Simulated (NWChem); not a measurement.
System meant: fluoroethane (C₂H₅F); SMILES CCF

NWChem input:

```
start job
memory heap 200 mb stack 900 mb global 1100 mb
geometry units angstroms noautoz
  C      1.171971    -0.137915     0.263385
  C     -0.321671    -0.396630     0.214401
  F     -0.947517     0.597079    -0.534284
  H      1.676303    -0.914974     0.849476
  H      1.595099    -0.136495    -0.746431
  H      1.378859     0.832955     0.725425
  H     -0.760832    -0.390386     1.220183
  H     -0.544144    -1.364037    -0.253561
end
basis spherical
  * library def2-svp
end
dft
  xc xpbe96 cpbe96
  iterations 4
  mulliken
end
task dft energy
```

End of the output:

```
    Atom       Charge   Shell Charges
 -----------   ------   -------------------------------------------------------
    1 C    6     6.09   1.96  0.58  0.30  1.91  1.26  0.07
    2 C    6     5.90   1.96  0.60  0.30  1.83  1.06  0.15
    3 F    9     9.14   1.98  1.02  0.76  3.22  2.16  0.01
    4 H    1     0.96   0.63  0.27  0.07
    5 H    1     0.97   0.64  0.27  0.07
    6 H    1     0.97   0.64  0.27  0.07
    7 H    1     0.99   0.66  0.27  0.07
    8 H    1     0.99   0.66  0.27  0.07

 center of mass
 --------------
 x =   0.04711176 y =   0.21182660 z =   0.00000000

 moments of inertia (a.u.)
 ------------------
         193.189446372484           0.000005256247           0.000000000000
           0.000005256247          50.003788047736           0.000000000000
           0.000000000000           0.000000000000         220.448160138495

     Multipole analysis of the density
     ---------------------------------

     L   x y z        total         alpha         beta         nuclear
     -   - - -        -----         -----         ----         -------
     0   0 0 0     -0.000000    -13.000000    -13.000000     26.000000

     1   1 0 0     -0.343123     -0.171561     -0.171561      0.000000
     1   0 1 0     -0.580494     -0.290247     -0.290247      0.000000
     1   0 0 1      0.000000      0.000000      0.000000      0.000000

     2   2 0 0    -13.529252    -20.511147    -20.511147     27.493042
     2   1 1 0     -0.366747      1.616560      1.616560     -3.599866
     2   1 0 1     -0.000000     -0.000000     -0.000000      0.000000
     2   0 2 0    -15.044592    -58.695264    -58.695264    102.345936
     2   0 1 1      0.000000      0.000000      0.000000      0.000000
     2   0 0 2    -13.499976    -12.392107    -12.392107     11.284238

 ------------------------------------------------------------------------
 dft energy failed                                                                                  0
 ------------------------------------------------------------------------
 ------------------------------------------------------------------------
  current input line :
    21: task dft energy
 ------------------------------------------------------------------------
 ------------------------------------------------------------------------
 This type of error is most commonly associated with calculations not reaching convergence criteria
 ------------------------------------------------------------------------
 For more information see the NWChem manual at https://nwchemgit.github.io

0:dft energy failed:Received an Error in Communication
```

Task: Can this run be used? If not, why, and what is the fix?

Result: The run did not converge; its last values are not results. Cause: the SCF was allowed too few iterations. This input runs:
```
start job
memory heap 200 mb stack 900 mb global 1100 mb
geometry units angstroms noautoz
  C      1.171971    -0.137915     0.263385
  C     -0.321671    -0.396630     0.214401
  F     -0.947517     0.597079    -0.534284
  H      1.676303    -0.914974     0.849476
  H      1.595099    -0.136495    -0.746431
  H      1.378859     0.832955     0.725425
  H     -0.760832    -0.390386     1.220183
  H     -0.544144    -1.364037    -0.253561
end
basis spherical
  * library def2-svp
end
dft
  xc xpbe96 cpbe96
  iterations 150
  mulliken
end
task dft energy
```
It converges to -178.70940 Ha (PBE/def2-SVP).
